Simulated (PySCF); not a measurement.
# What a mistake does to a calculation on B2H7Si2 cation

These are calculations, not measurements. They come from PySCF 2.14.0, an open-source quantum chemistry program, on an isolated molecule that a program drew, which may never have been made. The molecule is B2H7Si2 cation (charge +1, singlet), drawn as the SMILES string `B[SiH](B)[SiH2+]`.

Each row is a Hartree-Fock (HF) and frozen-core CCSD(T) single point in the cc-pV(D+d)Z basis, meant for a local HF minimum. Run 1 is clean. Each other run has one planted mistake out of seven kinds, and not every kind appears here: one electron removed, one electron added, multiplicity raised by two, geometry at a saddle point, minimal basis STO-3G, one bond length entered in bohr, all coordinates scaled. The reference is restricted for singlets and unrestricted otherwise, and also for a bond in bohr. Adding or removing an electron swaps singlet and doublet. Electrons count all cores. HOMO and LUMO are orbital energies over both spins, the gradient is its largest component, and the lowest frequency (negative if imaginary) is given only where the gradient is small. Bond lengths are over the 10 bonds as drawn. T1 is the CCSD diagnostic: over 0.02 (restricted) or 0.045 (unrestricted) a single reference is doubtful.

Geometry of the clean run:
```xyz
11
B2H7Si2 cation, angstrom
B     0.0501    1.4729    1.6319
Si    0.8387    0.1367    0.2776
B    -0.5846   -0.4335   -1.0975
Si    2.4668    1.3621   -0.9566
H     0.0638    2.6501    1.4387
H    -0.4617    1.0168    2.6070
H     1.6135   -0.9713    0.8708
H    -0.7568    0.1658   -2.1145
H    -1.2633   -1.3718   -0.8153
H     3.9000    1.0497   -1.0715
H     2.1234    2.5711   -1.7216
```

```
run  electrons  basis functions  <S^2>  HOMO (eV)  LUMO (eV)  gradient (hartree/bohr)  lowest frequency (cm^-1)  mean bond (Å)  longest bond (Å)      T1  HF (hartree)  CCSD(T) (hartree)                          mistake
  1         44              109  0.000     -15.35      -5.51                  1.8e-05                        74         1.5690             2.382  0.0181    -630.96582         -631.38489                         no fault
  2         44              109  0.000     -15.83      -5.54                  4.2e-02                         -         1.4780             2.244  0.0189    -630.93398         -631.35179           all coordinates scaled
  3         43              109  0.813     -21.06     -12.93                  5.4e-02                         -         1.5690             2.382  0.0208    -630.44786         -630.83930             one electron removed
  4         44              109  0.928     -13.05      -5.72                  1.3e-02                         -         1.7523             3.892  0.0396    -630.87373         -631.27252  one bond length entered in bohr
  5         44               35  0.000     -13.94      -2.01                  2.1e-02                         -         1.5690             2.382  0.0099    -623.78117         -623.97400                                ?
```

**Which mistake was planted in run 5, and what did it cost?**

It has 35 basis functions where the clean run has 109, with the same electrons and geometry. So the mistake is: minimal basis STO-3G. Subtracting run 1 and multiplying by 627.51 kcal/mol a hartree, the energy moved by 4508.4 kcal/mol in HF and 4650.4 kcal/mol in CCSD(T).

